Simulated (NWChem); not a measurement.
System: HfH₂Cl₂; SMILES [Cl][HfH2][Cl]

Here is an NWChem input.

```
start job
memory heap 200 mb stack 900 mb global 1100 mb
geometry units angstroms noautoz
  Hf     0.000000     0.000000    -0.276553
  Cl     1.998738     0.000000     0.922849
  Cl    -1.998738     0.000000     0.922849
  H      0.000000    -1.466871    -1.372864
  H      0.000000     1.466871    -1.372864
end
basis spherical
  * library def2-svpd
end
ecp
  Hf library def2-ecp
end
dft
  xc slater vwn_5
  iterations 150
end
tddft
  cis
  nroots 8
  notriplet
end
task tddft energy
```

Geometry: optimised at PBE0/def2-SVP. def2 effective core potentials on Hf; no spin-orbit coupling.

Vertical excitations in the gas phase.

### Question
Give the results of this calculation. (LDA (Slater exchange, VWN5)/def2-SVPD with def2 effective core potentials on Hf, TDA.) Quantities: lowest excitation, singlet (eV); oscillator strength of that lowest state; orbital gap (eV).

### Answer
The lowest excitation, singlet (eV) is 3.93. The oscillator strength of that lowest state is 0.000 and the orbital gap (eV) is 3.81.
